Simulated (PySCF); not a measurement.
From computed data to an observable: oscillator strength and radiative lifetime

C2H6OSi2, SMILES C1[SiH2]O[SiH2]C=1.

Geometry: PBE0-D3(BJ)/def2-SVP. This is a generated structure with no PubChem entry under its InChIKey; it may be hypothetical.

TDA-PBE/def2-SVPD run with PySCF 2.14.0 puts the first singlet state with f over 0.02 at 5.26 eV (vertical), with the transition dipole (-0.666, 0.000, 0.000) in atomic units.

Task: Find the oscillator strength, the wavelength and the radiative lifetime that this transition would have in vacuum if emission retraced absorption.

Result: 
|μ|² = 0.4436 au, so |μ| = 1.69 D. ΔE = 5.26/27.211 = 0.1933 hartree. f = (2/3) ΔE |μ|² = 0.057 (the program prints 0.057).
λ = 1239.84/5.26 = 236 nm; ν = 42425 cm⁻¹.
Einstein's coefficient A = 0.6670 ν² f s⁻¹ (ν in cm⁻¹) = 6.9e7 s⁻¹, so τ = 1/A = 15 ns. This state is S1. The figure is the radiative limit of this one transition; relaxation, internal conversion, crossing to triplets and a medium change what is measured.
